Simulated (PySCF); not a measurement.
## Excitation energy of Rh(2+) by level of theory

Rh(2+) [Kr] 4d7 (4F) → Rh(2+) [Kr] 4d6 5s1 (6D), as a difference of total energies. Computed with PySCF 2.14 in aug-cc-pwCVTZ-DK, with the spin-free X2C one-electron Hamiltonian (Gaussian nucleus). Correlated levels: valence: [Kr] frozen; valence and next inner shell: [Ar] 3d10 frozen. The calculations carry no spin-orbit coupling.

| method | excitation energy (cm⁻¹) |
| --- | --- |
| UHF | 38346 |
| LDA | 40141 |
| PBE | 40632 |
| PBE0 | 41727 |
| r2SCAN | 40762 |
| MN15 | 43709 |
| BP86 | 41213 |
| BLYP | 41162 |
| MP2 (valence) | 43184 |
| SCS-MP2 (valence) | 47578 |
| MP2 (valence and next inner shell) | 40050 |
| SCS-MP2 (valence and next inner shell) | 43108 |

A first-order spin-orbit estimate (lowest level to lowest level, LS coupling) adds 0.075 eV.
